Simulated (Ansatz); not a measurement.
PPSbSb tetrahedron (Sb2P2), relaxed as a singlet with RKS r2SCAN-D4/def2-SVP in Ansatz, starting from the GFN2-xTB geometry. Force threshold 0.02 eV/Å.

In the def2 sets Sb takes a core potential; there is no spin–orbit coupling.

Start:

```xyz
4

P    -1.219    0.058    0.651
P     0.368    1.333   -0.047
Sb    1.085   -0.832    0.944
Sb   -0.234   -0.559   -1.548
```

(1) Estimate the energy that the relaxation releases and the steps that it takes.

(2) Does the start keep its bonding and symmetry?

(3) Predict the relaxed structure.

## Answers

(1) 2.9 kcal/mol, in 4 steps; 14 s on 4 threads of Intel Xeon on a shared host. No frequencies were taken in this run, so the end may be a saddle point.

(2) By distances, no bond broke or formed. The bond that changes most is P1–P2, from 2.15 to 2.24 Å (atoms count from 1). Point group C2v at the start, C2v at the end, both within 0.05 Å.

(3) 
```
atom   x (Å)   y (Å)   z (Å)
  P1  -1.269   0.062   0.678
  P2   0.381   1.388  -0.049
 Sb3   1.097  -0.861   0.919
 Sb4  -0.209  -0.589  -1.549
```
Bond lengths: 4 × P–Sb 2.55 Å; 1 × P–P 2.24 Å; 1 × Sb–Sb 2.81 Å.
